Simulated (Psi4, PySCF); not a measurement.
Approach curve of the dimer H10Si4 ··· H2O (SMILES [SiH3][SiH2][SiH2][SiH3] and O), singlet. Monomers: optimised at B3LYP-D3(BJ) (def2-SVP and def2-TZVP), held rigid. Orientation: lowest of the rigid-body minima from ten starts at GFN2-xTB. R is the distance of the centres of mass, along which the second monomer moves.

Levels of theory: RKS-BP86/6-31G* = PySCF 2.14.0 with restricted BP86/6-31G*, spherical d, no counterpoise correction; wB97X-D/def2-TZVP, counterpoise-corrected (Psi4).

Interaction energies in kJ/mol:

```json
[
 {"R / Å": "3.08", "RKS-BP86/6-31G*": "5.66"},
 {"R / Å": "3.32", "RKS-BP86/6-31G*": "-3.10"},
 {"R / Å": "3.51", "RKS-BP86/6-31G*": "-6.21"},
 {"R / Å": "3.71", "RKS-BP86/6-31G*": "-7.46"},
 {"R / Å": "3.93", "RKS-BP86/6-31G*": "-7.46"},
 {"R / Å": "4.19", "RKS-BP86/6-31G*": "-6.47"},
 {"R / Å": "4.50", "RKS-BP86/6-31G*": "-4.70"},
 {"R / Å": "5.04", "RKS-BP86/6-31G*": "-2.09"},
 {"R / Å": "5.72", "RKS-BP86/6-31G*": "-0.66"},
 {"R / Å": "6.68", "RKS-BP86/6-31G*": "-0.19"},
 {"R / Å": "8.00", "RKS-BP86/6-31G*": "-0.07"}
]
```

**Question.** Estimate the wB97X-D/def2-TZVP values at these points.

**Answer.** 3.08: 10.72; 3.32: -0.91; 3.51: -5.29; 3.71: -7.04; 3.93: -7.07; 4.19: -6.03; 4.50: -4.56; 5.04: -2.70; 5.72: -1.35; 6.68: -0.51; 8.00: -0.19 (kJ/mol).
